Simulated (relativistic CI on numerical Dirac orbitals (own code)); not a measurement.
Quantum defects of the ns series of Yb I

Problem. The ns 1S levels with J = 0 of Yb I lie at 6s: 0.0, 7s: 34350.7 cm⁻¹ (NIST Handbook of Basic Atomic Spectroscopic Data (Sansonetti and Martin, J. Phys. Chem. Ref. Data 34, 1559 (2005))), and the ionisation limit at 50443.2 cm⁻¹ (NIST ASD). Find the quantum defects and predict 8s.

Working.
1. The outer electron sees the charge z = 1; R = 109736.97 cm⁻¹ for this mass. The binding energy T = limit − E defines n* = z√(R/T).
2. Values: 6s: T = 50443.2, n* = 1.4749, δ = n − n* = 4.5251; 7s: T = 16092.5, n* = 2.6113, δ = n − n* = 4.3887.
3. With δ held at 4.3887: E(8s) = limit − Rz²/(8 − δ)² = 42029.0 cm⁻¹.
4. The Ritz form δ = δ₀ + a/n*² through the last two members has a = 0.4358 and δ₀ = 4.3247, so with n* ≈ 8 − 4.3887, δ(8) = 4.3582 and E = 42169.3 cm⁻¹.

Check. The measured level is 41939.9 cm⁻¹ (δ = 4.4076), so the two predictions miss by 89.1 and 229.4 cm⁻¹. A relativistic CI calculation tied to the same limit puts it at 41601 cm⁻¹. The defect is large because this electron penetrates the core. A miss of this size points to a perturbing level of another configuration.
